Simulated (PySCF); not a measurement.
**`C(C1=C(Br)C1=O)=S`, C₄HBrOS**

Geometry:
| atom | x (Å) | y (Å) | z (Å) |
| --- | --- | --- | --- |
| O1 | 1.542 | 2.102 | -0.401 |
| C2 | 1.065 | 1.030 | -0.189 |
| C3 | 1.164 | -0.377 | 0.111 |
| Br4 | 2.050 | -1.946 | 0.456 |
| C5 | -0.075 | 0.149 | -0.036 |
| C6 | -1.492 | -0.116 | -0.021 |
| S7 | -2.115 | -1.578 | 0.302 |
| H8 | -2.136 | 0.749 | -0.241 |

Method used: TDDFT CAM-B3LYP/def2-TZVPD excited states, vertical, gas phase in PySCF 2.14.0. Geometry: PBE0-D3(BJ)/def2-SVP.

The calculation is non-relativistic, which matters for the atoms heavier than Zn.

How strongly do the lowest singlets absorb one photon, and two photons of half the energy?

δ for parallel linear polarisation; σ at the peak of a Lorentzian of half width 0.1 eV, single beam; Ω is circular over linear.
```
state  E (eV)      f  photon λ (nm)  δ (au)  σ (GM)     Ω                                  main
   S1    1.74  0.000           1423    0.13    0.00  1.44      HOMO→LUMO 0.81, HOMO−1→LUMO 0.17
   S2    3.08  0.000            805    11.7    0.04  1.46      HOMO−1→LUMO 0.79, HOMO→LUMO 0.16
   S3    4.15  0.271            598     694    4.38  0.53                      HOMO−2→LUMO 0.97
   S4    4.67  0.000            531     0.1    0.00  1.07                      HOMO−3→LUMO 0.90
   S5    5.53  0.000            449    1.94    0.02  1.49  HOMO→LUMO+3 0.47, HOMO−1→LUMO+3 0.20
   S6    5.74  0.037            432     314    3.78  0.53    HOMO→LUMO+1 0.44, HOMO−4→LUMO 0.33
```

Among these, the strongest one-photon state is S3, the strongest two-photon state S3, with a dipole change of 3.7 D (relaxed, norm of the difference vector).
